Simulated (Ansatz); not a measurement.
Consider the hydrogenolysis of a C–F bond: `FCC(F)C(F)F` + H₂ → `FCC(F)CF` + H–F.

Program: Ansatz. Geometries: PBE0-D4/def2-TZVP. ΔE: electronic, gas phase. CCSD(T)/CBS is the MP2 limit (def2-TZVPP, def2-QZVPP) plus CCSD(T) − MP2 in def2-TZVPP, frozen cores. This one scheme is used for every species. DFT in def2-TZVPP. B3LYP here is the variant with VWN-RPA as its local correlation; programs differ in this. HSE06 is defined as in plane-wave codes. Each species was taken in one conformer, which may not be the lowest.

`FCC(F)C(F)F`:

Z-matrix (Å, degrees):
```
C
C 1 1.505
F 1 1.376 2 109.5
H 1 1.092 2 110.3 3 -119.5
H 1 1.094 2 109.8 3 119.3
C 2 1.517 1 112.6 3 -166.4
F 2 1.377 1 110.4 3 73.4
H 2 1.095 1 109.8 3 -45.7
F 6 1.354 2 110.7 1 -48.7
F 6 1.355 2 109.1 1 69.7
H 6 1.094 2 111.8 1 -169.5
```

H₂:

Z-matrix (Å, degrees):
```
H
H 1 0.746
```

`FCC(F)CF`:

Cartesian coordinates in Å:
```
F 1.168 1.578 -0.042
C 0.452 0.794 -0.923
C 0.059 -0.513 -0.287
F 1.167 -1.332 -0.180
C -0.558 -0.335 1.075
F -1.131 -1.516 1.489
H 1.077 0.604 -1.799
H -0.443 1.347 -1.224
H -0.657 -1.017 -0.947
H -1.338 0.433 1.037
H 0.204 -0.043 1.801
```

H–F:

Cartesian coordinates in Å:
```
F 0.035 0.456 0.049
H -0.035 -0.456 -0.049
```

```
             level  ΔE (kJ/mol)  difference from CCSD(T)/CBS
         r2SCAN-D4        -55.4                         18.0
           PBE0-D4        -66.0                          7.4
          HSE06-D4        -66.0                          7.4
           ωB97X-V        -58.7                         14.7
               PBE        -61.6                         11.8
            revPBE        -64.3                          9.1
             B3LYP        -65.3                          8.1
           r2SCANh        -58.6                         14.8
         CAM-B3LYP        -62.0                         11.4
RPA@PBE/def2-TZVPP        -63.2                         10.2
      MP2/def2-SVP        -51.1                         22.3
     CCSD/def2-SVP        -51.5                         21.9
     HF/def2-TZVPP        -67.9                          5.5
    MP2/def2-TZVPP        -73.0                          0.4
   CCSD/def2-TZVPP        -71.0                          2.4
    MP2/def2-QZVPP        -76.4                         -3.0
       CCSD(T)/CBS        -73.4                            0
```

Q: What do rigid-rotor, harmonic-oscillator terms from PBE0-D4/def2-TZVP frequencies (298.15 K, 1 bar) make of the CCSD(T)/CBS value? (Best estimate.)

A: The calculation gave: ΔZPE = +18.3 kJ/mol, ΔH = -56.9 kJ/mol, ΔS = 25 J/(mol·K), ΔG = -64.4 kJ/mol.

Largest T1 diagnostic among the species: 0.011.

From r2SCAN to r2SCAN0 (25 % exact exchange), in def2-TZVPP and without D4, ΔE moves by −6.7 kJ/mol. At CCSD(T), def2-SVP lies +25.5 kJ/mol from the extrapolated value and def2-TZVPP +5.5 kJ/mol.

CCSD(T)/CBS has its own doubt, a few kJ/mol and more with outer-core shells, so smaller differences from it don't rank the levels.
